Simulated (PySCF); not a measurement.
A structure optimised at B3LYP-D3(BJ)/def2-SVP, used in a PySCF frequency run:

```xyz
8

Se    -0.2789    -0.0558     0.6149
O     -1.2624     1.1193    -0.3520
H     -0.9721     2.0099    -0.0991
O      1.2434    -0.1175    -0.3531
C      1.1778    -0.8413    -1.5759
H      0.4851    -0.3622    -2.2885
H      2.1933    -0.8294    -2.0015
H      0.8613    -1.8880    -1.4211
```
Charge 0, spin multiplicity 1.

### Question
Write its SMILES and formula.

### Answer
CO[Se]O, CH₄O₂Se

### Question
What are its rotational constants (standard atomic weights)?

### Answer
8.9907, 3.5050, 2.7867 GHz
